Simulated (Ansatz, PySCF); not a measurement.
Torsion H3–S1–Ge2–H4 in GeH2S (SMILES [SH][GeH]); at each angle all else is relaxed with GFN2-xTB, and the levels are single points there.
Geometry at 180° (charge 0, multiplicity 1):
```xyz
4

S     -1.012     0.593     0.438
Ge     0.999     0.486    -0.476
H     -1.527    -0.442    -0.223
H      1.458     1.763     0.412
```

Quantity: the energy at 270° less that at 180°.

On the grid 0° to 330°, 270° is the highest and 180° the lowest point at CCSD(T)/CBS(def2-TZVPP, def2-QZVPP).

Cores are frozen in the correlated methods. Filled d and f shells under p-block atoms count as core. CBS(a, b) extrapolates the correlation energy as X⁻³ and adds the Hartree–Fock energy of set b.

The values were computed with Ansatz (Gaussian orbitals); PySCF for the dispersion terms. Each number belongs to the level named beside it.

Costs are ratios of core time to PBE/def2-TZVPP (roughly 1.4 s), for whole runs (searches for the state included, and forces where a run took them) on one shared machine, so rough; each difference counts from 68.0 kJ/mol (CCSD(T)/CBS(def2-TZVPP, def2-QZVPP), a level with limits of its own).

```tsv
level	basis functions	cost	difference (kJ/mol)
SVWN5/def2-TZVPP	118	×0.8	13.9
PBE/def2-TZVPP	118	×1	8.2
BLYP/def2-TZVPP	118	×1	6.8
BLYP-D3(BJ)/def2-TZVPP	118	×1	6.9
CCSD(T)/def2-SVP	60	×1	8.7
B3LYP/def2-TZVPP	118	×2	4.7
B3LYP-D3(BJ)/def2-TZVPP	118	×2	4.8
PBE0/def2-TZVPP	118	×2	5.2
r2SCAN/def2-TZVPP	118	×2	10.7
r2SCAN-D3(BJ)/def2-TZVPP	118	×2	10.6
CCSD(T)/def2-TZVPP	118	×6	1.1
CCSD(T)/def2-QZVPP	219	×200	0.2
```

The cheapest listed level whose difference stays within 1.0 kJ/mol: CCSD(T)/def2-QZVPP (0.2 kJ/mol, cost ×200).

With a budget of 10 times the cost of PBE/def2-TZVPP, the closest level: CCSD(T)/def2-TZVPP, at 1.1 kJ/mol; next is B3LYP/def2-TZVPP at 4.7 kJ/mol.

What the step from CCSD(T)/def2-TZVPP to CCSD(T)/def2-QZVPP costs and buys: 118 to 219 functions, cost ×40 (rough); the difference goes from 1.1 to 0.2 kJ/mol.

Ansatz is an electronic-structure program.
